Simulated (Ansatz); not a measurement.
Diatomic AsH, multiplicity 3 (the spin of the measured ground state). No spin–orbit coupling. As is treated without relativity.

D_e counts from the fitted minimum to each atom's lowest state at the same level, without counterpoise.

Codes used: Ansatz (a first-principles code). 

Problem. What is the computed bond energy D_e (r2SCAN/def2-TZVPP)?

Solution. 3.00 eV

Problem. Predict the bond energy D_e from PBE0/def2-TZVPP.

Solution. 2.90 eV

Problem. Give the bond energy D_e at the level wB97X-V/def2-TZVPP.

Solution. 3.06 eV
